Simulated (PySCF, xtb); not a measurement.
B(vinyl)(OH)(OMe) (C3H7BO2), SMILES C=CB(O)OC.

GFN2-xTB in xtb at its own geometry gives an orbital gap of 4.80 eV and a dipole moment of 1.76 D.

Coordinates come from a PBE0-D3(BJ)/def2-SVP optimisation. One conformer was computed; it need not be the lowest.

Question: What does ωB97X/def2-TZVP in PySCF give? (An estimate is asked for; the answer gives what the named calculation found.)

Answer: gap 11.85 eV (levels -10.30 and 1.55 eV), dipole 1.81 D.
